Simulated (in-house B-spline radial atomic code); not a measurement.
# RPA and G0W0 on SCAN: Tc

Configuration [Kr] 4d5 5s2, highest spin, mean-field start SCAN. Computed with a B-spline radial code for spherical atoms: all electrons, scalar-relativistic (spin-free one-electron X2C), finite nucleus, each spin shell either full or empty, empty states to l = 9 with an (l + 1/2)⁻⁴ tail; G0W0 by contour deformation at full frequency.

Command:
```bash
python run_gw.py task.json out
```
Settings (radii: box in bohr, nucleus in fm):
```
Z                        43
electrons                43
configuration            [Kr] 4d5 5s2
hamiltonian              x2c
method                   scan,scan
lmax                     9
rms_radius               4.41117
spin_polarised           True
box_radius               40
intervals                73
ion_configuration        [Kr] 4d5 5s1
```

Cost of the run: 14 s on 1 thread of Arm Neoverse N1 (shared host).

Energies (hartree):

```tsv
term	value
mean-field total	-4285.67064
Hartree-Fock functional on these orbitals	-4283.07687
direct second order	-3.6811
second-order exchange	1.0793
SOSEX correction	0.97606
```

**Question.** What is the RPA correlation energy, and what remains with SOSEX?

**Answer.** RPA gives -3.1678 hartree (-2 eV per electron); RPA + SOSEX gives -2.1917, and the second-order doubles -2.6018 hartree (no singles). SOSEX takes back 31 % of the RPA value.

Quasi-particle levels (eV):

```csv
level,occupied,mean field,Σx - vxc,Σc,QP weight,G0W0
5s down,yes,-4.387,-1.24,?,?,?
4d down,no,-3.855,7.89,-5.07,0.757,-1.035
```

G0W0 = mean field + (Σx - vxc) + Σc, with Σc (partial-wave tail included) taken at the quasi-particle energy. Only the outer levels were computed. Levels of low weight are left out.

**Question.** Where does G0W0 put 5s down?

**Answer.** At -7.152 eV, with Σc = -1.52 eV and a quasi-particle weight of 0.870. The tabulated removal energy is 7.119 eV (NIST, measured); the calculation leaves out spin-orbit coupling, Breit and QED terms, and what these don't explain is the method's own error.

**Question.** What does it cost to remove one electron (to [Kr] 4d5 5s1) by differences of total energies, each species on its own start (correlation terms add to the Hartree-Fock functional)?

**Answer.** SCAN 6.577 eV, Hartree-Fock functional 5.452 eV, + RPA 7.391 eV, + RPA + SOSEX 6.959 eV, + second order 8.275 eV. Tabulated: 7.119 eV (NIST, measured); the calculation leaves out spin-orbit coupling, Breit and QED terms, and what these don't explain is the method's own error.
